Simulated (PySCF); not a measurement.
(Z)-1,2-difluoroethene (C₂H₂F₂), SMILES F/C=C\F.

The structure is a stationary point at B3LYP-D3(BJ)/def2-SVP.

Computed with r2SCAN/def2-TZVPD (PySCF).

Isolated molecule, no solvent.

```json
{
 "total_energy": "-277.04530 hartree",
 "point_group": "C2v",
 "highest_occupied_level": "-6.54 eV",
 "lowest_empty_level": "-0.52 eV",
 "orbital_gap": "6.01 eV",
 "dipole_moment": "2.12 D",
 "quadrupole, principal values (traceless, Buckingham form, about the centre of nuclear charge)": "-1.60, -0.67, 2.27 D·Å",
 "mean_static_polarisability": "28.9 bohr³ (4.29 Å³)",
 "polarisability_principal_values": "21.9, 28.0, 36.9 bohr³"
}
```
